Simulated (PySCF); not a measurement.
# What a mistake does to a calculation on AlBH3N2 cation

These are calculations, not measurements. They come from PySCF 2.14.0, an open-source quantum chemistry program, on an isolated molecule that a program drew, which may never have been made. The molecule is AlBH3N2 cation (charge +1, singlet), drawn as the SMILES string `NB=[N][AlH+]`.

Each row is a Hartree-Fock (HF) and frozen-core CCSD(T) single point in the cc-pV(D+d)Z basis, meant for a local HF minimum. Run 1 is clean. Each other run has one planted mistake out of seven kinds, and not every kind appears here: one electron removed, one electron added, multiplicity raised by two, geometry at a saddle point, minimal basis STO-3G, one bond length entered in bohr, all coordinates scaled. The reference is restricted for singlets and unrestricted otherwise, and also for a bond in bohr. Adding or removing an electron swaps singlet and doublet. Electrons count all cores. HOMO and LUMO are orbital energies over both spins, the gradient is its largest component, and the lowest frequency (negative if imaginary) is given only where the gradient is small. Bond lengths are over the 6 bonds as drawn. T1 is the CCSD diagnostic: over 0.02 (restricted) or 0.045 (unrestricted) a single reference is doubtful.

Geometry of the clean run:
```xyz
7
AlBH3N2 cation, angstrom
N    -0.6056    1.4494   -0.2078
B     0.0466    0.3228   -0.5794
N     0.6677   -0.7504   -0.9335
Al    1.4678   -2.1336   -1.3903
H    -1.6048    1.5024   -0.1556
H    -0.1266    2.2947    0.0369
H     2.2076   -3.4132   -1.8128
```

```
run,electrons,basis functions,<S^2>,HOMO (eV),LUMO (eV),gradient (hartree/bohr),lowest frequency (cm^-1),mean bond (Å),longest bond (Å),T1,HF (hartree),CCSD(T) (hartree),mistake
1,34,80,0.000,-15.62,-3.34,1.8e-05,107,1.3077,1.662,0.0159,-377.10760,-377.58581,no fault
2,34,80,2.038,-9.98,-6.45,9.7e-02,-,1.3077,1.662,0.0666,-376.94219,-377.39634,multiplicity raised by two
3,34,80,0.000,-16.12,-3.18,7.9e-02,-,1.2227,1.554,0.0134,-377.06262,-377.52669,all coordinates scaled
4,35,80,0.790,-4.28,1.95,6.5e-02,-,1.3077,1.662,0.0215,-377.24698,-377.74371,one electron added
5,33,80,0.889,-22.08,-12.08,6.3e-02,-,1.3077,1.662,0.0350,-376.60378,-377.05072,?
6,34,27,0.000,-12.94,1.55,7.0e-02,-,1.3077,1.662,0.0220,-372.54124,-372.75905,?
```

**Which mistake was planted in run 5, and what did it cost?**

It counts 33 electrons, one fewer than the clean run, at the same geometry and basis. So the mistake is: one electron removed. Subtracting run 1 and multiplying by 627.51 kcal/mol a hartree, the energy moved by 316.2 kcal/mol in HF and 335.8 kcal/mol in CCSD(T).

**Which mistake was planted in run 6, and what did it cost?**

It has 27 basis functions where the clean run has 80, with the same electrons and geometry. So the mistake is: minimal basis STO-3G. Subtracting run 1 and multiplying by 627.51 kcal/mol a hartree, the energy moved by 2865.4 kcal/mol in HF and 3028.8 kcal/mol in CCSD(T).

Cautions from the logs. Run 2: T1 is over the limit, so its CCSD(T) energy is less reliable; run 6: T1 is over the limit, so its CCSD(T) energy is less reliable.
